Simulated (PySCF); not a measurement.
**Atomic charges by several schemes**

3-cyanopyridine, C6H4N2.
Atom-mapped SMILES: `[N:1]#[C:2][c:3]1[cH:4][cH:5][cH:6][n:7][cH:8]1` (hydrogens: H9 on C4; H10 on C5; H11 on C6; H12 on C8)

Density: PBE0/pcSseg-1 (PySCF); schemes: Mulliken, IAO, Hirshfeld and ESP-fitted. Geometry: GFN2-xTB; no solvent, vibrations or thermal averaging.

At which atom do the 4 schemes differ most?

At C5: from -0.636 (ESP-fitted) to -0.041 e (Hirshfeld), 0.595 e apart.

For which atoms does the sign change between the 4 schemes (beyond +0.03 e in one, beyond −0.03 e in another)?

C4.

Do the Mulliken, IAO, Hirshfeld and ESP-fitted schemes agree on where the charge is highest?

The schemes don't all agree: Mulliken C8 (+0.298); IAO H9 (+0.176); Hirshfeld C2 (+0.078); ESP-fitted C6 (+0.589).

Give the atomic charges in each scheme.

In e:

```csv
atom,environment,Mulliken,IAO,Hirshfeld,ESP-fitted
N1,nitrile nitrogen,-0.231,-0.227,-0.210,-0.438
C2,nitrile carbon,+0.152,+0.139,+0.078,+0.410
C3,substituted aromatic carbon,-0.379,-0.078,+0.005,-0.477
C4,aromatic CH carbon,+0.117,-0.101,-0.011,+0.326
C5,aromatic CH carbon,-0.167,-0.175,-0.041,-0.636
C6,aromatic CH next to a ring nitrogen,+0.171,+0.006,+0.034,+0.589
N7,pyridine-type nitrogen,-0.407,-0.263,-0.150,-0.712
C8,aromatic CH next to a ring nitrogen,+0.298,+0.015,+0.038,+0.541
H9,aromatic hydrogen,+0.105,+0.176,+0.070,+0.099
H10,aromatic hydrogen,+0.110,+0.170,+0.064,+0.228
H11,aromatic hydrogen,+0.117,+0.166,+0.060,+0.023
H12,aromatic hydrogen,+0.116,+0.173,+0.064,+0.048
```

Mean size of the charges over all atoms: ESP-fitted 0.377 e, Mulliken 0.197 e, IAO 0.141 e, Hirshfeld 0.069 e. Each set sums to the total charge, 0, to within 0.001 e. The Hirshfeld scheme weights the molecular density at each point by an atom's share of the summed free-atom densities. The Mulliken scheme gives each basis function's population to the atom it is centred on and halves the overlap population of two atoms between them.

Sum the charges by element.

| element | atoms | Mulliken | IAO | Hirshfeld | ESP-fitted |
| --- | --- | --- | --- | --- | --- |
| N | 2 | -0.638 | -0.491 | -0.360 | -1.150 |
| C | 6 | +0.191 | -0.195 | +0.103 | +0.752 |
| H | 4 | +0.447 | +0.685 | +0.258 | +0.398 |

How many electrons does the IAO scheme count on C3?

Z − q = 6 − (-0.078) = 6.078.

How closely do the schemes follow one another over all atoms?

Correlation coefficient and root-mean-square difference: Mulliken with ESP-fitted 0.92, 0.248 e; IAO with Hirshfeld 0.89, 0.090 e; Mulliken with IAO 0.73, 0.153 e; Mulliken with Hirshfeld 0.72, 0.170 e; Hirshfeld with ESP-fitted 0.68, 0.384 e; IAO with ESP-fitted 0.64, 0.358 e.

The run behind these numbers computed NMR shieldings as well. Time: 15 s. Hardware: one thread, x86-64 server (shared host).
